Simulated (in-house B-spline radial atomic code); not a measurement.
**Response and correlation of Ca¹⁰⁺**

Closed shell [He] 2s2 2p6. Computed with a B-spline radial code for spherical atoms: Dirac-Hartree-Fock, relativistic RPA (time-dependent Dirac-Hartree-Fock) for the response and second-order many-body perturbation theory for correlation, no-pair Dirac-Coulomb Hamiltonian, finite nucleus.

| multipole (bohr³, bohr⁵, bohr⁷) | uncoupled | coupled RPA |
| --- | --- | --- |
| dipole | 0.020568 | ? |
| quadrupole | 0.0042207 | 0.0045626 |
| octupole | 0.0014202 | 0.0015324 |

(1) What is the coupled dipole polarisability?

(2) Which subshells carry the dipole polarisability?

(3) What does the dipole shielding factor come to?

Dipole polarisability at imaginary frequency:

```json
{"u (Eh)": "0", "α(iu) (bohr³)": "0.02108"}
{"u (Eh)": "0.73", "α(iu) (bohr³)": "0.02104"}
{"u (Eh)": "1.82", "α(iu) (bohr³)": "0.02084"}
{"u (Eh)": "3.65", "α(iu) (bohr³)": "0.02013"}
{"u (Eh)": "5.47", "α(iu) (bohr³)": "0.01907"}
{"u (Eh)": "7.3", "α(iu) (bohr³)": "0.01778"}
{"u (Eh)": "10.9", "α(iu) (bohr³)": "0.01501"}
{"u (Eh)": "14.6", "α(iu) (bohr³)": "0.01235"}
{"u (Eh)": "18.2", "α(iu) (bohr³)": "0.01018"}
{"u (Eh)": "25.5", "α(iu) (bohr³)": "0.007006"}
{"u (Eh)": "36.5", "α(iu) (bohr³)": "0.004301"}
{"u (Eh)": "54.7", "α(iu) (bohr³)": "0.002277"}
{"u (Eh)": "73", "α(iu) (bohr³)": "0.001392"}
{"u (Eh)": "109", "α(iu) (bohr³)": "0.0006798"}
{"u (Eh)": "182", "α(iu) (bohr³)": "0.0002634"}
{"u (Eh)": "365", "α(iu) (bohr³)": "7.024e-05"}
```

(4) What dispersion coefficients follow for two such ions (the dispersion part alone)?

Lowest J = 1 odd-parity excitations:

```
energy (eV)  oscillator strength  leading channel  weight
     349.81               0.0857     2p3/2 → s1/2   0.902
      353.6                0.153     2p1/2 → s1/2   0.902
     397.92              0.00657     2p3/2 → d3/2   0.667
     403.34                 0.21     2p3/2 → d5/2   0.372
     409.23                 2.14     2p1/2 → d3/2   0.626
     460.66              0.00851     2s1/2 → p1/2   0.761
      463.1                0.283     2s1/2 → p3/2   0.791
     467.21                0.013     2p3/2 → s1/2   0.964
```

Second-order correlation energy by the highest angular momentum of the excited pair (hartree): s -0.01865, p -0.1361, d -0.1663, f -0.0465, g -0.01821, h -0.006943, i -0.003193, k -0.001667.

(5) What is the second-order correlation energy at the partial-wave limit?

## Answers

(1) 0.021084 atomic units, +3 % against the uncoupled value.

(2) 2p3/2 59.4 %, 2p1/2 28.9 %, 2s1/2 11.6 %.

(3) The dipole shielding factor is 0.500, against the exact N/Z = 10/20 = 0.500 of the non-relativistic theorem.

(4) C6 = (3/π)∫α(iu)²du = 0.005902 hartree·bohr⁶ and C8 = 0.006672 hartree·bohr⁸.

(5) The listed waves sum to -0.39756 hartree; extrapolating the increments as (l + 1/2)⁻⁴ gives -0.40096 hartree, -1.09 eV per electron.
